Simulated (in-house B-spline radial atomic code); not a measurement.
**CAM-B3LYP excitations of Cu⁺**

Method: CAM-B3LYP. Computed with a B-spline radial code for spherical atoms: linear response of the closed shell [Ar] 3d10 with the functional's adiabatic kernel; non-relativistic, point nucleus, no spin-orbit coupling, no double excitations, S, P, D and F terms only. Only terms of natural parity with L up to 3 were computed.

Without relativity these are model numbers for so heavy an element.

Command:
```bash
python run_td.py task.json out
```
Settings (radii: box in bohr, nucleus in fm):
```
Z                        29
electrons                28
configuration            [Ar] 3d10
hamiltonian              nr
method                   camb3lyp
box_radius               41.61
intervals                57
```

Time taken, with all properties: 2.9 s on 1 thread of Arm Neoverse N1, with other jobs on the host.

The lowest states, in the order of their Tamm-Dancoff energies; the method's threshold (minus the highest occupied level) is 17.678 eV. Labels give the largest channel, * marks a mixed state, and oscillator strengths are full-response dipole values. Semilocal kernels can invert the small singlet-triplet splittings of Rydberg terms. Energies in eV:

```
     state  full response  Tamm-Dancoff  oscillator strength
3d → 4s 3D          2.336         2.368                    -
3d → 4s 1D              ?             ?                    -
3d → 4p 3P          7.593         7.614                    -
3d → 4p 3F          7.678         7.694                    -
3d → 4p 1F          7.893         7.894                    -
3d → 4p 1P              ?             ?                    ?
3d → 5s 3D         12.143        12.147                    -
3d → 5s 1D         12.209        12.211                    -
3d → 4d 3S         13.009        13.025                    -
3d → 4d 3D         13.107        13.112                    -
3d → 4d 1D         13.208        13.213                    -
3d → 5p 3P         13.504        13.508                    -
3d → 5p 3F         13.525        13.528                    -
3d → 5p 1F         13.567        13.567                    -
3d → 5p 1P         13.682        13.700               0.0322
3d → 4d 1S         13.801        13.892                    -
```

Problem. Where does 3d → 4s 1D lie?

Solution. At 2.865 eV in full response, 2.887 eV in Tamm-Dancoff.

Problem. Where does 3d → 4p 1P lie?

Solution. At 8.480 eV in full response, 8.567 eV in Tamm-Dancoff, oscillator strength 0.348.

Problem. How large is the singlet-triplet splitting of 3d → 4s (D terms) in Tamm-Dancoff?

Solution. 0.519 eV, from the unrounded values.

Problem. What polarisabilities and dispersion coefficient does the method give?

Solution. Dipole 7.111 bohr³, quadrupole 50.92 bohr⁵, C6 23.67 hartree·bohr⁶ for two such species.
